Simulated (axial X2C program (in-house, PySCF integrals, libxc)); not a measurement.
# SrBr⁻ along the bond: PBE0, with spin–orbit coupling

All values were computed with an in-house relativistic program for diatomic molecules. Two-component (2c) means X2C with spin–orbit coupling and atomic mean-field two-electron Coulomb and Gaunt terms. Basis: Sr dyall-acv3z [14s13p9d6f1g], Br dyall-acv3z [9s10p7d5f1g] (cores contracted in-house); Gaussian nuclei, density fitting, unrestricted open shells. Masses: Sr 87.906 u, Br 78.918 u.

State: Ω = 0 (closed shell). Dipoles are positive if Br is the positive end and refer to the centre of mass.

```csv
R (Å),μ (D),HOMO (eV),LUMO (eV)
2.492,5.138,0.15,1.55
2.606,4.790,0.10,1.56
2.692,4.482,0.06,1.57
2.778,4.141,0.02,1.57
2.864,3.772,-0.03,1.58
2.964,3.311,-0.08,1.59
3.064,2.824,-0.14,1.59
3.193,2.168,-0.22,1.60
3.351,1.334,-0.31,1.60
3.580,0.087,-0.46,1.59
```

(1) The minimum lies at 2.857 Å. What is the dipole moment there?

The state is one determinant whose occupation by symmetry is held fixed; it was picked as the lowest of a PBE0 search that is not exhaustive. The highest occupied level of some functionals is positive through self-interaction error; at Hartree–Fock it is bound. The LUMO of an anion is an unbound level whose energy the basis sets.

Results:

(1) At PBE0, 2c, with the sign and origin stated: μ = 3.80 D.
